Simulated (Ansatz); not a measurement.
**Question.** Name a neutral molecule of S, Sb and H with HOMO–LUMO gap (B3LYP/def2-TZVPP) between 5.35 and 5.65 eV and HOMO energy (PBE/def2-TZVPP) between -6.30 and -6.00 eV (Ansatz, PBE0-D4/def2-TZVP geometry).

**Answer.** `[SH][SbH2]` (5.59 eV, -6.06 eV). Other molecules can fit too; these were computed, each in one conformer that needn't be the lowest.

B3LYP here is the variant with VWN-RPA as its local correlation; programs differ in this.
